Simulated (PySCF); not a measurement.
A PySCF script (with the pyscf-properties extension) for the NMR shieldings of SMILES O1B(C)C=CB(N)C=C1, C5H9B2NO, on a GFN2-xTB geometry:

```python
import basis_set_exchange as bse
import numpy as np
from pyscf import gto, dft
from pyscf.prop import nmr

atoms = """
C     3.010571    0.491345   -0.071462
B     1.432996    0.343737    0.121851
C     0.845910   -1.090562    0.296635
C    -0.447335   -1.454731    0.253881
B    -1.670299   -0.512811    0.065199
N    -2.912821   -1.096498   -0.179960
C    -1.610296    1.031704    0.200798
C    -0.538089    1.829211    0.246787
O     0.761442    1.514232    0.129053
H     3.359747   -0.100666   -0.915641
H     3.315994    1.520914   -0.236713
H     3.544392    0.123502    0.803348
H     1.580781   -1.882414    0.431109
H    -0.666517   -2.517341    0.359699
H    -3.050076   -2.088735   -0.270975
H    -3.760426   -0.570302   -0.307898
H    -2.556415    1.557759    0.279149
H    -0.648317    2.907974    0.356824
"""
names = dict.fromkeys(["C", "B", "N", "O", "H"], "pcSseg-1")
basis = {el: gto.basis.parse(bse.get_basis(n, elements=[el], fmt="nwchem")) for el, n in names.items()}
mol = gto.M(atom=atoms, basis=basis, charge=0, verbose=0)
mf = dft.RKS(mol, xc="PBE0")
mf.grids.level = 2
mf.grids.alignment = dft.numint.BLKSIZE   # the property module wants whole blocks of grid points
mf.conv_tol = 1e-9
mf.kernel()

calc = nmr.RKS(mf)   # GIAO
C = mf.mo_coeff
Co = C[:, mf.mo_occ > 0]
resp = mf.gen_response(singlet=True, hermi=2)
def vind(x):   # induced exchange potential for any number of trial vectors
    d = np.einsum("pi,xij,qj->xpq", C, 2 * x.reshape(-1, C.shape[1], Co.shape[1]), Co, optimize=True)
    return np.einsum("xpq,pi,qj->xij", resp(d - d.transpose(0, 2, 1)), C, Co, optimize=True).ravel()
mo1, _ = nmr.rhf.solve_mo1(calc, with_cphf=vind)
sigma = calc.kernel(mo1)
for i, s in enumerate(sigma):   # ppm
    print("%2d %-2s %9.2f" % (i, mol.atom_pure_symbol(i), np.trace(s) / 3))
```

Problem. What does it print?

Solution. 
```
 0 C     176.44
 1 B      55.90
 2 C      28.80
 3 C      18.24
 4 B      69.60
 5 N     164.52
 6 C      68.89
 7 C      23.17
 8 O      84.18
 9 H      30.96
10 H      31.24
11 H      30.95
12 H      24.23
13 H      24.24
14 H      28.22
15 H      28.24
16 H      26.30
17 H      24.28
```

These numbers come from an equivalent density-fitted implementation of the same equations, which agrees with the script to about 0.01 ppm for H and up to a few tenths of a ppm for heavy atoms, so last digits may differ.

Size and cost of the density-fitted run: 198 basis functions, 31 s wall time on 1 thread of an Arm Neoverse V1, shared host; peak memory 0.86 GiB.
